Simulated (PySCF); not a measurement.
MoO2Cl2, SMILES [O]=[Mo](=[O])([Cl])[Cl], multiplicity 1.

Geometry optimised at PBE-D3(BJ)/def2-SVP. The multiplicity is an assumed one; no other spin state was optimised. The isomer is the one that the SMILES or the coordinates give; other isomers of the formula were not compared. The def2 effective core potentials stand for the cores of Mo; spin–orbit coupling is left out.

The numbers are results of CAM-B3LYP/def2-TZVP in PySCF, not measurements.

Computed frontier levels, gap, dipole moment and polarisability:
The highest occupied level is -11.36 eV and the lowest empty level is -3.02 eV. The orbital gap is 8.34 eV. The dipole moment is 1.29 D. The quadrupole, principal values (traceless, Buckingham form, about the centre of nuclear charge) is -1.89, -1.14, 3.03 D·Å and the mean static polarisability is 66.9 bohr³ (9.91 Å³). The polarisability, principal values is 56.9, 66.0, 77.8 bohr³.
